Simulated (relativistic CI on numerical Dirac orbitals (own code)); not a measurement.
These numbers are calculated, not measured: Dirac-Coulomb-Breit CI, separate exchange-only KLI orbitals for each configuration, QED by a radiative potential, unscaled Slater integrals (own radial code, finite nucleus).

The strongest absorption lines from the ground level of an ion, among the configurations computed and to levels below about 729 eV (vacuum wavelength in Å, gf): 16.996 (0.11), 19.211 (0.66), 19.386 (0.28), 20.975 (0.29), 23.337 (2.6), 23.716 (0.28), 26.690 (0.14), 27.010 (0.11).

**Question.** Which ion is it?
A. Ar⁸⁺
B. Cr¹⁴⁺
C. Ca¹⁰⁺
D. Ti¹²⁺

**Answer.** D. Ti¹²⁺ has 10 electrons and the ground level 2s2 2p6 1S_0; the strongest line goes to 2s2 2p5 3d 1P°_1. The pattern of lines fixes the number of electrons, and along that sequence the line energies rise steadily with the charge (about as its square where n changes within one kind of shell, about linearly where n is kept but much faster in heavy ions where fine structure, which grows about as Z⁴, sets the gap, and irregularly where shells cross), which fixes Z. Configurations outside the model, such as inner-shell arrays, can give stronger lines. At this charge energies of transitions that change n are usually good to better than 1 %, and those within a shell (Δn = 0) to a few per cent.

LS names give the leading component of a level, which can be under half, so a name can repeat, a term be missing and a line seem to break the LS rules.
